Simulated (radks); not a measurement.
Effect of the nuclear size on the lead ion Pb3+, [Xe] 4f14 5d10 6s1. Method: Dirac Kohn-Sham, PBE, spin-unpolarised, spherical densities, finite nucleus; Fermi nuclear charge, rms radius 5.5012 fm; computed with a radial shooting solver on a logarithmic mesh with Libxc functionals. The rms radius is varied about that value; shifts are against it.

rms radius (fm)  total energy shift (eV)  density at nucleus (e/bohr^3)  1s1/2 shift (meV)  2s1/2 shift (meV)  4p1/2 shift (meV)  5s1/2 shift (meV)  5p1/2 shift (meV)  6s1/2 shift (meV)  6p1/2 (empty) shift (meV)
4.6155                             -39.3                      2.953e+06             -15600              -2380              -3.69              -29.1             -0.128              -4.17                      0.164
5.0226                             -21.7                      2.846e+06              -8640              -1310              -2.05              -16.1             -0.072              -2.30                      0.091
5.5012                                 0                      2.736e+06              0.000              0.000              0.000              0.000              0.000              0.000                      0.000
5.8313                              15.6                      2.668e+06               6220                945               1.48               11.6              0.053               1.66                     -0.065
6.1393                              30.6                      2.608e+06              12200               1860               2.91               22.7              0.105               3.25                     -0.127

Slopes of the eigenvalues against <r^2> in GHz/fm^2, as finite differences over the two radii next to the reference (eigenvalue slopes, not the field-shift constants of lines): 1s1/2 409000, 2s1/2 62300, 4p1/2 97.2, 5s1/2 762, 5p1/2 3.44, 6s1/2 109, 6p1/2 (empty) -4.28.
